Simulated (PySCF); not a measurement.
PySCF input (M06-2X/6-31G* with LANL2DZ past Ar (5d)):

```python
from pyscf import gto, dft

mol = gto.M(
    atom='''
    Ge   -0.00000000   -0.00000000   -0.38851526
    F     0.00000000    0.00000000    1.38138759
    ''',
    basis={'default': '6-31g*', 'Ge': 'lanl2dz'},
    ecp={'Ge': 'lanl2dz'},
    charge=1,
    spin=0,
    verbose=4,
)

mf = dft.RKS(mol, xc='m062x')
mf.grids.level = 4
mf.conv_tol = 1e-9
mf.max_cycle = 100
mf.max_memory = 1500
mf.kernel()
if not mf.converged:
    mf = mf.newton()
    mf.kernel(mf.make_rdm1())
mf.dip_moment()
```

From the last part of the output:

```
Set gradient conv threshold to 3.16228e-05
Initial guess from minao.
tot grids = 59024
init E= -91.4802596457997
  HOMO = -0.177796798993171  LUMO = 0.0280110477245935  gap/eV = 5.60032
cycle= 1 E= -103.113786854192  delta_E= -11.6  |g|= 0.75  |ddm|= 2.74
  HOMO = -0.525062609535062  LUMO = -0.295241105724379  gap/eV = 6.25376
cycle= 2 E= -102.949842018477  delta_E= 0.164  |g|= 1.33  |ddm|= 1.16
  HOMO = -0.705512318464617  LUMO = -0.315373188150157  gap/eV = 10.61623
cycle= 3 E= -103.248851823461  delta_E= -0.299  |g|= 0.0825  |ddm|= 0.698
  HOMO = -0.69591569429819  LUMO = -0.336807525837282  gap/eV = 9.77183
cycle= 4 E= -103.251610332711  delta_E= -0.00276  |g|= 0.0304  |ddm|= 0.127
  HOMO = -0.693360526408714  LUMO = -0.339111713007905  gap/eV = 9.63960
cycle= 5 E= -103.251783788525  delta_E= -0.000173  |g|= 0.00437  |ddm|= 0.0225
  HOMO = -0.692679062958252  LUMO = -0.338333507279945  gap/eV = 9.64223
cycle= 6 E= -103.251787881372  delta_E= -4.09e-06  |g|= 0.00055  |ddm|= 0.00356
  HOMO = -0.692682014204848  LUMO = -0.338529568661737  gap/eV = 9.63698
cycle= 7 E= -103.251788000944  delta_E= -1.2e-07  |g|= 4.78e-05  |ddm|= 0.000784
  HOMO = -0.692669446268315  LUMO = -0.338512522270464  gap/eV = 9.63710
cycle= 8 E= -103.251788002743  delta_E= -1.8e-09  |g|= 1.15e-05  |ddm|= 8.4e-05
  HOMO = -0.69266842443362  LUMO = -0.338510088734302  gap/eV = 9.63714
cycle= 9 E= -103.251788002854  delta_E= -1.11e-10  |g|= 2.5e-06  |ddm|= 2.65e-05
  HOMO = -0.692668161531643  LUMO = -0.338509570515977  gap/eV = 9.63715
Extra cycle  E= -103.251788002856  delta_E= -2.25e-12  |g|= 2.05e-06  |ddm|= 3.77e-06
converged SCF energy = -103.251788002856

WARN: System has nonzero charge 1; the dipole moment is origin-dependent.
Location of origin: [0. 0. 0.]

Dipole moment(X, Y, Z, Debye):  0.00000, -0.00000, -3.20050
```

The dipole moment of an ion depends on the origin.
